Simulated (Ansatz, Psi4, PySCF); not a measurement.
Cl$_{2}$Mn, sextet, geometry from GFN2-xTB (such geometries of metal compounds can be far from the true shape). Base run: WB97X-V/cc-pVDZ (PySCF).

Geometry (Å):
```xyz
3

Mn     0.0000     0.0000     0.0000
Cl     0.0000     0.0000     1.9761
Cl     0.0000     0.0000    -1.9761
```
Charge 0, spin multiplicity 6.
Orbitals are unrestricted.
All else is at PySCF's defaults.

The same geometry, method and basis name were run in Ansatz (an electronic-structure program) and Psi4 and PySCF, at each program's defaults and at the settings that a row names. The base is PySCF at its defaults. Differences at the defaults can come from grids, fitting, cores and function types together.

| code and settings | ΔE vs base (µEh) | basis functions | E (Eh) | SCF cycles | outcome |
|---|---|---|---|---|---|
| PySCF, defaults (exact integrals, its default grid, spherical functions) | 0.0 | 79 | -2071.26044 | 21 | converged |
| Psi4, defaults (density fitting with its default set, its default grid, spherical functions) | -32.0 | 79 | -2071.26047 | 13 | converged |
| Ansatz, defaults (factorised integrals, its default grid, spherical functions) | -0.5 | 79 | -2071.26044 | - | converged |
| PySCF, density fitting with def2-universal-jkfit | -12.7 | 79 | -2071.26045 | 21 | converged |
| PySCF, fine grid | 0.6 | 79 | -2071.26044 | 21 | converged |
| Psi4, exact integrals, spherical functions, fine grid | - | 79 | - | - | cut at the time limit |
| Ansatz, high accuracy | 0.7 | 79 | -2071.26044 | - | converged |

Open shells are given as the SCF converged; they aren't shown to be the lowest states, and a large step between rows can be another state.
